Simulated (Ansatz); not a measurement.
Harmonic frequencies (cm⁻¹) at PBE0-D4/def2-TZVP from Ansatz: 281, 340, 469, 497, 570, 584, 630, 688, 856, 1161, 1372, 1713, 2196, 2209, 3699.

Each molecule was computed in one conformer, which needn't be the lowest.

Question: Which molecule is it?
A. `F[SiH2]P`
B. `[CH2]1[AlH][GaH]1`
C. `NC#C[TeH]`
D. `O[C]1=[N][GeH2]1`

Answer: D.
